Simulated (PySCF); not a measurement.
C$_{5}$H$_{8}$O$_{2}$, charge +1, doublet (typed; the unrestricted solution is spin-contaminated), geometry from GFN2-xTB (a state made from the parent by changing its charge; the spin is typed, not shown lowest). Base run: HF/STO-3G in PySCF.

Input for PySCF:
```python
from pyscf import gto, scf

mol = gto.M(
    atom='''
C     2.60263946   -0.12871509    0.10231934
C     1.12438535   -0.41689259    0.23520069
O     0.72569297   -1.52472590    0.51452611
C     0.26971872    0.70828685   -0.05556608
C    -1.09787445    0.53360203   -0.21830131
C    -1.72617370   -0.79720715   -0.19539079
O    -1.91609328    1.54068039   -0.31575024
H     2.82010427    0.42035845   -0.81068512
H     2.88057023    0.48928791    0.95867353
H     3.15884412   -1.06296176    0.12574651
H     0.72626747    1.67934407   -0.17682735
H    -2.76827607   -0.73172001    0.11221915
H    -1.66634298   -1.27748671   -1.17545797
H    -1.15141565   -1.46450507    0.47531935
H    -1.51272102    2.42560309   -0.30876618
''',
    basis='sto-3g',
    charge=1,
    spin=1,
    verbose=4,
)

mf = scf.UHF(mol)
mf.kernel()
```

Each row names what was changed in the base input (with any setting that the change needs).

| change | basis functions | E (Eh) | HOMO (eV) |
|---|---|---|---|
| base | 43 | -339.11672 | -14.43 |
| basis = ANO-RCC-VDZP; relativity = spin-free X2C; nucleus = Gaussian (with nucmod='G') | 138 | -343.72056 | -16.60 |
| basis = x2c-SVPall; relativity = none | 138 | -343.15751 | -16.67 |
| basis = ANO-RCC-VDZP; relativity = spin-free X2C | 138 | -343.72060 | -16.60 |
| basis = ANO-RCC-VDZP; relativity = none | 138 | -343.52211 | -16.60 |
| basis = cc-pVDZ-DK; relativity = spin-free X2C | 138 | -343.62927 | -16.50 |
| basis = x2c-SVPall; relativity = spin-free X2C; nucleus = Gaussian (with nucmod='G') | 138 | -343.33644 | -16.66 |
| basis = x2c-SVPall; relativity = spin-free X2C | 138 | -343.33648 | -16.66 |
| basis = cc-pVDZ-DK; relativity = spin-free X2C; nucleus = Gaussian (with nucmod='G') | 138 | -343.62923 | -16.50 |
| basis = cc-pVDZ-DK; relativity = none | 138 | -343.43933 | -16.50 |

Totals shift with the method and basis; they matter in differences.

Open shells are given as the SCF converged; they aren't shown to be the lowest states, and a large step between rows can be another state.

Basis sets contracted for a relativistic Hamiltonian are a mismatch without it, so the rows without relativity aren't non-relativistic limits. No row has spin-orbit coupling; sets with core potentials leave out the core electrons.
